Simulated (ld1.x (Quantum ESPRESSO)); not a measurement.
**Scattering properties, PAW potential for lutetium**

| Item | Value |
| --- | --- |
| Element | Lu (Z = 71) |
| Generator | ld1.x (Quantum ESPRESSO) 7.5 |
| Type | PAW |
| Functional | PBE |
| Relativity | scalar-relativistic |
| Frozen core | [Kr] 4d10 |
| Valence charge | 25 |
| Reference configuration | 4f14 5s2 5p6 5d1 6s2 6p0 |
| Partial waves | 5s (bound): rcut 1.80, rcutus 2.20 bohr; 6s (bound): rcut 1.80, rcutus 2.20 bohr; 5p (bound): rcut 1.85, rcutus 2.15 bohr; 6p (bound, empty): rcut 1.85, rcutus 2.15 bohr; 5d (bound): rcut 2.75, rcutus 3.70 bohr; 5d channel at 1.2 Ry: rcut 2.75, rcutus 3.70 bohr; 4f (bound): rcut 0.80, rcutus 0.90 bohr; 4f channel at 2.7 Ry: rcut 0.80, rcutus 0.90 bohr |
| Local potential | all-electron potential smoothed inside 3.35 bohr (lloc = -1) |
| Core correction | a·sin(br)/r model core inside 0.50 bohr |
| Augmentation charge | BESSEL, radius 0.65 bohr |

The phase is arctan(r·u′/u) with u = r·R(r), unwrapped; energies in Ry, scanned from -6 to 5 Ry. A pole is an energy at which the radial function vanishes at the test radius. The pseudo phase is shifted by a multiple of π to meet the all-electron one at the reference energy, and phase errors are pseudo minus all-electron; the curves can meet again beyond the range given. Levels narrower than the energy grid can be missing from the lists of poles. n/a: not evaluated, since a narrow level or a reset projector energy made the automatic matching unsafe.

| channel | radius (bohr) | reference energy (Ry) | poles, all-electron | poles, pseudo | unbroken range about the reference energy with phases within 0.05 rad | phase error 1 Ry above the reference energy (rad) |
| --- | --- | --- | --- | --- | --- | --- |
| s | 3.98 | -0.34 | 0.24, 3.79 | 0.24, 3.81 | below 1.7 | +0.001 |
| p | 3.98 | -0.10 | 1.00, 4.83 | 1.00 | n/a | n/a |
| d | 3.98 | -0.13 | 0.07, 2.48 | 0.08, 2.82 | below 2.9 | +0.021 |
| f | 3.98 | -0.71 | 1.88, 4.86 | 1.89, 4.98 | the whole range | +0.003 |

Phases in the f channel:

| E (Ry) | all-electron | pseudo |
| --- | --- | --- |
| -6.00 | 1.471 | 1.471 |
| -5.74 | 1.469 | 1.469 |
| -5.48 | 1.467 | 1.467 |
| -5.22 | 1.465 | 1.465 |
| -4.96 | 1.462 | 1.462 |
| -4.70 | 1.459 | 1.459 |
| -4.44 | 1.456 | 1.456 |
| -4.18 | 1.453 | 1.453 |
| -3.92 | 1.450 | 1.450 |
| -3.66 | 1.446 | 1.446 |
| -3.40 | 1.442 | 1.442 |
| -3.14 | 1.437 | 1.437 |
| -2.88 | 1.432 | 1.432 |
| -2.62 | 1.426 | 1.426 |
| -2.36 | 1.419 | 1.419 |
| -2.10 | 1.412 | 1.412 |
| -1.84 | 1.403 | 1.403 |
| -1.58 | 1.393 | 1.393 |
| -1.32 | 1.380 | 1.380 |
| -1.06 | 1.364 | 1.364 |
| -0.80 | 1.341 | 1.341 |
| -0.54 | 1.323 | 1.324 |
| -0.28 | 1.285 | 1.286 |
| -0.02 | 1.230 | 1.231 |
| 0.24 | 1.133 | 1.136 |
| 0.50 | 0.924 | 0.931 |
| 0.76 | 0.282 | 0.310 |
| 1.02 | -0.854 | -0.831 |
| 1.28 | -1.291 | -1.283 |
| 1.54 | -1.456 | -1.453 |
| 1.80 | -1.548 | -1.546 |
| 2.06 | -1.616 | -1.615 |
| 2.32 | -1.683 | -1.683 |
| 2.58 | -1.772 | -1.772 |
| 2.84 | -1.944 | -1.943 |
| 3.10 | -2.573 | -2.557 |
| 3.36 | -4.040 | -4.013 |
| 3.62 | -4.428 | -4.415 |
| 3.88 | -4.554 | -4.544 |
| 4.14 | -4.618 | -4.609 |
| 4.40 | -4.660 | -4.651 |
| 4.66 | -4.692 | -4.682 |
| 4.92 | -4.718 | -4.707 |
